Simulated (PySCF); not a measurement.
Isomers of CH13NSi4. The calculation used PySCF, TDDFT CAM-B3LYP/def2-SVPD, vertical, gas phase, core orbitals frozen in the response. Geometries: GFN2-xTB; one conformer of each isolated species. Triplets are in the Tamm–Dancoff approximation.

A. `C[SiH2]N([SiH3])[SiH2][SiH3]`
B. `[SiH3]C[SiH2][SiH2]N[SiH3]`
C. `C[SiH2][SiH2]N([SiH3])[SiH3]`
D. `CN[Si]([SiH3])([SiH3])[SiH3]`

Lowest singlet levels (six at most, fewer where fewer were computed) with oscillator strengths:

1. 5.61 eV (f 0.003); 6.36 eV (f 0.013); 6.81 eV (f 0.010); 7.18 eV (f 0.015); 7.35 eV (f 0.015); 7.40 eV (f 0.041); T1 5.24 eV
2. 4.88 eV (f 0.007); 5.60 eV (f 0.027); 5.77 eV (f 0.040); 6.18 eV (f 0.022); 6.41 eV (f 0.096); 6.54 eV (f 0.056); T1 4.51 eV
3. 5.78 eV (f 0.005); 6.41 eV (f 0.005); 6.93 eV (f 0.012); 6.94 eV (f 0.059); 7.14 eV (f 0.101); 7.34 eV (f 0.022); T1 5.38 eV
4. 5.55 eV (f 0.008); 6.31 eV (f 0.004); 6.66 eV (f 0.068); 6.87 eV (f 0.007); 7.10 eV (f 0.044); 7.43 eV (f 0.031); T1 5.17 eV

Question: Match each spectrum to its molecule.

Answer: 1 = B, 2 = D, 3 = A, 4 = C.
- A: S1 at 5.78 eV, HOMO→LUMO (95%); Löwdin shares by element: HOMO nitrogen 44%, silicon 26% or more (atoms not listed hold the other 30%); LUMO silicon 56% (atoms not listed hold the other 44%); HOMO -8.44 and LUMO 0.58 eV.
- B: S1 at 5.61 eV, HOMO→LUMO (96%); Löwdin shares by element: HOMO nitrogen 48%, silicon 21% or more, hydrogen 8% or more (atoms not listed hold the other 23%); LUMO silicon 50% or more, nitrogen 8% (atoms not listed hold the other 42%); HOMO -8.57 and LUMO 0.35 eV.
- C: S1 at 5.55 eV, HOMO→LUMO (94%); Löwdin shares by element: HOMO nitrogen 42%, silicon 30% or more (atoms not listed hold the other 28%); LUMO silicon 55% (atoms not listed hold the other 45%); HOMO -8.45 and LUMO 0.30 eV.
- D: S1 at 4.88 eV, HOMO→LUMO (94%); Löwdin shares by element: HOMO nitrogen 44%, silicon 25% or more, carbon 8% (atoms not listed hold the other 23%); LUMO silicon 63% (atoms not listed hold the other 37%); HOMO -7.88 and LUMO 0.26 eV.
B and C have S1 within 0.06 eV of each other; their strongest listed levels stand at 7.40 eV (f 0.041) and 6.66 eV (f 0.068).

Without π bonds the low states are Rydberg-like; a valence basis with one diffuse set may place them up to an eV too high.
